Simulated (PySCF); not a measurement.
H$_{2}$S$_{2}$, triplet, geometry from GFN2-xTB (a higher spin typed on purpose: for a closed-shell molecule this is an excited state), atoms displaced at random by about 0.08 Å a coordinate; PBE/STO-3G, gradient (PySCF).

Input for PySCF:
```python
from pyscf import gto, scf, dft

mol = gto.M(
    atom='''
S    -1.02407388   -0.20576615    0.73197996
S     1.10749539    0.02608838   -0.76904556
H    -1.96151151   -0.13901058   -0.40748920
H     1.80154989    0.15549344    0.44424550
''',
    basis='sto-3g',
    spin=2,
    verbose=4,
)

mf = dft.UKS(mol)
mf.xc = 'pbe'
mf.kernel()
g = mf.nuc_grad_method()
grad = g.kernel()
```

The log (banner, timings and long lists left out):

```
PySCF version 2.14.0

[INPUT] verbose = 4
[INPUT] num. atoms = 4
[INPUT] num. electrons = 34
[INPUT] charge = 0
[INPUT] spin (= nelec alpha-beta = 2S) = 2
[INPUT] symmetry False subgroup None
[INPUT] Mole.unit = angstrom
[INPUT] Symbol           X                Y                Z      unit          X                Y                Z       unit  Magmom
[INPUT]  1 S     -1.024073880000  -0.205766150000   0.731979960000 AA   -1.935219164521  -0.388841669206   1.383241653070 Bohr   0.0
[INPUT]  2 S      1.107495390000   0.026088380000  -0.769045560000 AA    2.092862971318   0.049299893234  -1.453285485713 Bohr   0.0
[INPUT]  3 H     -1.961511510000  -0.139010580000  -0.407489200000 AA   -3.706719544082  -0.262691924617  -0.770042986718 Bohr   0.0
[INPUT]  4 H      1.801549890000   0.155493440000   0.444245500000 AA    3.404435891840   0.293840015766   0.839502327070 Bohr   0.0

nuclear repulsion = 69.3523945142566
number of shells = 12
number of NR pGTOs = 60
number of NR cGTOs = 20
basis = sto-3g
ecp = {}

******** <class 'pyscf.dft.uks.UKS'> ********
method = UKS
initial guess = minao
damping factor = 0
level_shift factor = 0
DIIS = <class 'pyscf.scf.diis.CDIIS'>
diis_start_cycle = 1
diis_space = 8
diis_damp = 0
SCF conv_tol = 1e-09
SCF conv_tol_grad = None
SCF max_cycles = 50
direct_scf = True
direct_scf_tol = 1e-13
number electrons alpha = 18  beta = 16
XC library pyscf.dft.libxc version 7.1.2
    S. Lehtola, C. Steigemann, M. J. T. Oliveira, and M. A. L. Marques,  SoftwareX 7, 1–5 (2018)
XC functionals = pbe
    J. P. Perdew, K. Burke, and M. Ernzerhof,  Phys. Rev. Lett. 77, 3865 (1996)
    J. P. Perdew, K. Burke, and M. Ernzerhof,  Phys. Rev. Lett. 78, 1396 (1997)
    J. P. Perdew, K. Burke, and M. Ernzerhof,  Phys. Rev. Lett. 77, 3865 (1996)
    J. P. Perdew, K. Burke, and M. Ernzerhof,  Phys. Rev. Lett. 78, 1396 (1997)
radial grids:
    Treutler-Ahlrichs [JCP 102, 346 (1995); DOI:10.1063/1.469408] (M4) radial grids

becke partition: Becke, JCP 88, 2547 (1988); DOI:10.1063/1.454033
pruning grids: <function nwchem_prune>
grids dens level: 3
symmetrized grids: False
atomic radii adjust function: <function treutler_atomic_radii_adjust>
small_rho_cutoff = 0
Set gradient conv threshold to 3.16228e-05
tot grids = 57376
init E= -787.702007661503

cycle= 1 E= -788.247600027501  delta_E= -0.546  |g|= 0.135  |ddm|= 1.88

cycle= 2 E= -788.225700051256  delta_E= 0.0219  |g|= 0.179  |ddm|= 0.766

cycle= 3 E= -788.156255340252  delta_E= 0.0694  |g|= 0.24  |ddm|= 1.23

cycle= 4 E= -788.267827658451  delta_E= -0.112  |g|= 0.0262  |ddm|= 0.93

cycle= 5 E= -788.265017457509  delta_E= 0.00281  |g|= 0.0494  |ddm|= 0.091

cycle= 6 E= -788.265020036802  delta_E= -2.58e-06  |g|= 0.0493  |ddm|= 0.000115

cycle= 7 E= -788.267715733163  delta_E= -0.0027  |g|= 0.0256  |ddm|= 0.0769

cycle= 8 E= -788.268657063684  delta_E= -0.000941  |g|= 0.00477  |ddm|= 0.0661

cycle= 9 E= -788.268689971521  delta_E= -3.29e-05  |g|= 0.000355  |ddm|= 0.0136

cycle= 10 E= -788.268690154224  delta_E= -1.83e-07  |g|= 1.44e-05  |ddm|= 0.00112

cycle= 11 E= -788.268690153712  delta_E= 5.13e-10  |g|= 2.46e-05  |ddm|= 5.41e-05

Extra cycle  E= -788.268690060838  delta_E= 9.29e-08  |g|= 0.000257  |ddm|= 0.000855
SCF not converged.
SCF energy = -788.268690060838 after 50 cycles  <S^2> = 2.0018337  2S+1 = 3.0012222

WARN: Ground state UKS not converged

******** <class 'pyscf.grad.uks.Gradients'> for <class 'pyscf.dft.uks.UKS'> ********
unit = Eh/Bohr
grid_response = False
--------------- UKS gradients ---------------
         x                y                z
0 S     0.0229280949    -0.0035226407     0.0391950023
1 S     0.0007756655    -0.0014567922    -0.0186386380
2 H    -0.0308782490     0.0027327629    -0.0344898192
3 H     0.0071682923     0.0022476179     0.0139337256
----------------------------------------------
```

The run did not converge; its last values are not results.
